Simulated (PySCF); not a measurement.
C2H7InO3, SMILES CC[O][In]([OH])[OH] (CAM-B3LYP/def2-SVP optimised geometry):

```
13

In    -0.201    -1.216     0.000
O     -1.197    -2.930     0.001
H     -2.153    -2.794    -0.016
O      1.782    -1.216     0.000
H      2.153    -2.108     0.010
O     -1.246     0.469     0.000
C     -0.665     1.749    -0.045
C      0.366     1.906    -1.150
H     -1.486     2.470    -0.203
H     -0.203     2.011     0.928
H     -0.088     1.692    -2.130
H      0.770     2.930    -1.175
H      1.215     1.217    -1.000
```

Method: CAM-B3LYP/def2-TZVP, def2 effective core potentials past Kr run with PySCF.

### Question
What are the frontier orbital energies and the dipole moment?

### Answer
HOMO-2 -10.16 eV, HOMO-1 -9.44 eV, HOMO -9.16 eV, LUMO -0.94 eV, LUMO+1 0.22 eV; dipole moment 0.35 D.

On the same geometry PBE/def2-TZVP, def2 effective core potentials past Kr (PySCF) gives HOMO-2 -6.90 eV, HOMO-1 -6.59 eV, HOMO -6.16 eV, LUMO -2.76 eV, LUMO+1 -1.20 eV; dipole moment 0.37 D.
